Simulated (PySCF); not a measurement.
**A small calculation by hand: entropy of an ideal gas**

Mo(S)2(OH)(SH) (H2MoOS3), SMILES [OH][Mo](=[S])(=[S])[SH], multiplicity 1.

The structure is a stationary point at PBE-D3(BJ)/def2-SVP. The spin state was assumed, not searched. The structure was generated by enumeration; whether it is a known compound was not checked. The def2 effective core potentials stand for the cores of Mo; spin–orbit coupling is left out. One conformer was computed; it need not be the lowest.

PySCF 2.14.0 with PBE-D3(BJ)/def2-SVP gives the harmonic wavenumbers 130, 139, 171, 175, 201, 292, 328, 390, 536, 546, 595, 624, 708, 2584, 3701 cm⁻¹ and the rotational temperatures 0.0788, 0.0741, 0.0586 K. The molar mass is 210.15 g/mol, the symmetry number 1, the spin multiplicity 1.

Q: Work out the entropy at 298.15 K and 1 atm in the rigid-rotor, harmonic-oscillator model.

A: 
Translation (Sackur–Tetrode at 1 atm): S = R[1.5 ln M + 2.5 ln T − 1.16487] = 175.4 J/(mol K).
Rotation: q = (√π/σ) T^1.5/√(θA θB θC) = 493000, S = R[ln q + 3/2] = 121.5 J/(mol K).
Vibration: with u = 1.4388 ν/T, each mode gives R[u/(e^u − 1) − ln(1 − e^−u)]:
| ν (cm⁻¹) | modes | u | S (J/(mol K)) |
|---|---|---|---|
| 130 | 1 | 0.63 | 12.33 |
| 139 | 1 | 0.67 | 11.79 |
| 171 | 1 | 0.83 | 10.14 |
| 175 | 1 | 0.84 | 9.96 |
| 201 | 1 | 0.97 | 8.89 |
| 292 | 1 | 1.41 | 6.12 |
| 328 | 1 | 1.58 | 5.31 |
| 390 | 1 | 1.88 | 4.18 |
| 536 | 1 | 2.59 | 2.40 |
| 546 | 1 | 2.63 | 2.31 |
| 595 | 1 | 2.87 | 1.92 |
| 624 | 1 | 3.01 | 1.72 |
| 708 | 1 | 3.42 | 1.24 |
The stiffer modes add less than 0.005 each. Sum 78.3 J/(mol K).
Spin: R ln 1 = 0.0 J/(mol K).
Total 375.2 J/(mol K); the program's own thermochemistry gives 375.2. Translation makes up 47 % and vibration 21 %. Anharmonicity, hindered rotation and orbital degeneracy are left out.
